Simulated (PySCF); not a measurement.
**A survey of $^{15}$N NMR shifts**

One conformer, equivalent nuclei averaged, no relativistic terms, gas phase. Coordinates at the GFN2-xTB level; shieldings: GIAO PBE0/pcSseg-1; PySCF 2.14.

Shieldings were converted by a linear fit to measured shifts: $^{15}$N: δ = -148.07 − 0.921σ (rms 6.3 ppm, 71 shifts vs CH3NO2, solution or neat liquid). Occasional misses reach two or three times the rms, and more in compound classes unlike the fitted ones.

Question: Give the $^{15}$N shifts of `[H]/N=C\c1ncsn1`, `C[C@@H](C#N)[C@@H](F)CC(F)(F)F`.

Answer: 
| compound | environment | δ (ppm) |
| --- | --- | --- |
| [H]/[N:1]=[CH:2]\[c:3]1[n:4][cH:5][s:6][n:7]1 | N1: imine nitrogen | -46.6 |
| [H]/[N:1]=[CH:2]\[c:3]1[n:4][cH:5][s:6][n:7]1 | N4: pyridine-type nitrogen of an azole | -86.4 |
| [H]/[N:1]=[CH:2]\[c:3]1[n:4][cH:5][s:6][n:7]1 | N7: pyridine-type nitrogen of an azole | -94.8 |
| C[C@@H](C#N)[C@@H](F)CC(F)(F)F | nitrile nitrogen | -112.1 |

Question: Match the shifts -16.1, -46.5, -87.5, -116.5, -238.6 ppm to `C[C@@H]1C=NC[C@]1(F)C(F)(F)F`, `FN(F)F`, `N#CC[C@@H]1CC[C@H]2O[C@@H]12`, `CO/C=C(/C#N)O/C=C/F`, `O=CN[C@@H]1C=COC=C1F`.

Answer: -16.1: FN(F)F (nitrogen bonded to 3 F); -46.5: C[C@@H]1C=NC[C@]1(F)C(F)(F)F (imine nitrogen); -87.5: CO/C=C(/C#N)O/C=C/F (nitrile nitrogen); -116.5: N#CC[C@@H]1CC[C@H]2O[C@@H]12 (nitrile nitrogen); -238.6: O=CN[C@@H]1C=COC=C1F (amide-type nitrogen).
